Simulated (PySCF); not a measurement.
**Question.** What does the PBE0-D3(BJ)/def2-SVP structure of `N#C[BH2-][PH+](F)F` look like in three dimensions?

**Answer.** 
```xyz
9
CH3BF2NP angstrom
N     -2.6282    0.9679    0.1006
C     -1.7518    0.2163   -0.0132
B     -0.5287   -0.7483   -0.1415
P      0.9780    0.3321    0.1008
F      1.2558    1.4136   -1.0093
F      2.3216   -0.4891    0.0944
H     -0.3965   -1.5197    0.7966
H     -0.3670   -1.2733   -1.2259
H      1.1306    1.1077    1.2719
```

Orientation and origin are arbitrary. Atoms count from 1 in this order. P4 (phosphorus bonded to B, 2 F and H) is distorted tetrahedral (angles from 100.9° to 120.8°). B3 (four-coordinate boron) is distorted tetrahedral (angles from 100.3° to 116.3°).

Bonds between heavy atoms (Å): N1≡C2 1.160, C2–B3 1.563, B3–P4 1.870, P4–F5 1.575, P4–F6 1.575.

Method used: PBE0-D3(BJ)/def2-SVP geometry optimisation, gas phase in PySCF.

Point group: C1 (no symmetry element, even within 0.4 Å). Whether it is a minimum is left open (no frequencies). The numbers are those of one conformer (C2–B3–P4–F5 -66°).
